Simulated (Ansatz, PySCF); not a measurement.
Al(Me)(Cl) (CH3AlCl), SMILES [CH3][Al+][Cl], charge +1. Atoms are numbered in the order given.

```xyz
6

Al     0.1292    -0.8549     0.7006
C     -0.0977     0.6078    -0.5080
H     -0.9141     1.2410    -0.1547
H     -0.3341     0.2191    -1.5006
H      0.8278     1.1860    -0.5481
Cl     0.3690    -2.3988     1.9769
```
Charge +1, spin multiplicity 1.

The structure is a stationary point at B3LYP-D3(BJ)/def2-TZVP. The multiplicity is an assumed one; other spin states were not compared. The isomer is the one that the SMILES or the coordinates give; other isomers of the formula were not compared.

Two levels are set side by side: PBE-D3(BJ)/def2-TZVP (Ansatz, a first-principles code) and B3LYP-D3(BJ)/def2-TZVP (Ansatz). Each level has its own optimised geometry; the coordinates shown are those of the second. Frequencies come from the Hessian of PySCF at each geometry. Differences are taken from unrounded values.

```csv
quantity,B3LYP-D3(BJ)
mean bond length (Å),1.441
bond Al1–C2 (Å),1.911
bond Al1–Cl6 (Å),2.017
bond C2–H3 (Å),1.092
bond C2–H4 (Å),1.092
bond C2–H5 (Å),1.092
highest harmonic wavenumber (cm⁻¹),3125
mean harmonic wavenumber (cm⁻¹),1361
zero-point energy (kcal/mol),23.35
```

Q: What does PBE-D3(BJ) give, and how far is it from B3LYP-D3(BJ)? (Estimate from the structure and the level; the computed values follow.)

A: 
| quantity | PBE-D3(BJ) | PBE-D3(BJ) minus B3LYP-D3(BJ) |
|---|---|---|
| mean bond length (Å) | 1.448 | 0.008 |
| bond Al1–C2 (Å) | 1.915 | 0.005 |
| bond Al1–Cl6 (Å) | 2.026 | 0.009 |
| bond C2–H3 (Å) | 1.100 | 0.008 |
| bond C2–H4 (Å) | 1.100 | 0.008 |
| bond C2–H5 (Å) | 1.100 | 0.008 |
| highest harmonic wavenumber (cm⁻¹) | 3071 | -53 |
| mean harmonic wavenumber (cm⁻¹) | 1327 | -34 |
| zero-point energy (kcal/mol) | 22.76 | -0.59 |

Exact exchange shortens and stiffens bonds; PBE has none. Differences between two approximate levels are no errors against the true value.
